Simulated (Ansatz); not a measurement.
MgB₆. The state is a singlet with charge 0. Geometry PBE0-D4/def2-SVP.

| atom | x (Å) | y (Å) | z (Å) |
| --- | --- | --- | --- |
| Mg1 | 1.307 | 1.365 | -2.405 |
| B2 | -0.606 | 0.718 | 1.407 |
| B3 | 1.332 | -0.228 | -1.012 |
| B4 | 0.019 | -0.986 | -0.731 |
| B5 | -1.532 | -0.378 | 1.923 |
| B6 | 0.444 | 0.376 | 0.253 |
| B7 | -0.963 | -0.868 | 0.565 |

The restricted singlet is unstable towards broken spin symmetry in Hartree–Fock (as tested in another run); at HF/6-31G, PBE-D4/def2-TZVP, r2SCANh-D4/def2-TZVP, CAM-B3LYP-D4/def2-TZVPD this wasn't settled. At HF/def2-TZVP the restricted singlet is unstable: a solution with broken spin symmetry lies lower. The structure comes from a short search, and lower isomers may exist.

Problem. Estimate the orbital energies around the gap (eV) in Ansatz with HF/6-31G, HF/def2-TZVP, PBE-D4/def2-TZVP, r2SCANh-D4/def2-TZVP, CAM-B3LYP-D4/def2-TZVPD.

Solution. 
```csv
orbital,HF/6-31G,HF/def2-TZVP,PBE-D4/def2-TZVP,r2SCANh-D4/def2-TZVP,CAM-B3LYP-D4/def2-TZVPD
HOMO−9,-24.40,-24.00,-16.27,-17.85,-19.98
HOMO−8,-20.89,-20.59,-13.73,-15.08,-17.15
HOMO−7,-15.36,-15.26,-10.10,-11.07,-12.98
HOMO−6,-14.74,-14.82,-9.65,-10.63,-12.53
HOMO−5,-10.88,-10.93,-7.55,-8.08,-9.64
HOMO−4,-10.21,-10.28,-7.01,-7.68,-9.38
HOMO−3,-9.71,-9.76,-6.61,-7.13,-8.75
HOMO−2,-9.28,-9.44,-6.15,-6.67,-8.38
HOMO−1,-7.54,-7.79,-5.70,-6.08,-7.43
HOMO,-6.48,-6.73,-4.86,-5.18,-6.40
LUMO,-1.28,-1.40,-4.28,-4.01,-2.89
LUMO+1,0.34,0.08,-3.64,-3.27,-1.91
LUMO+2,0.97,0.91,-2.39,-1.82,-0.62
LUMO+3,1.57,1.27,-2.02,-1.53,-0.39
LUMO+4,2.59,1.86,-1.69,-1.20,-0.23
LUMO+5,3.35,2.25,-1.13,-0.51,0.42
```
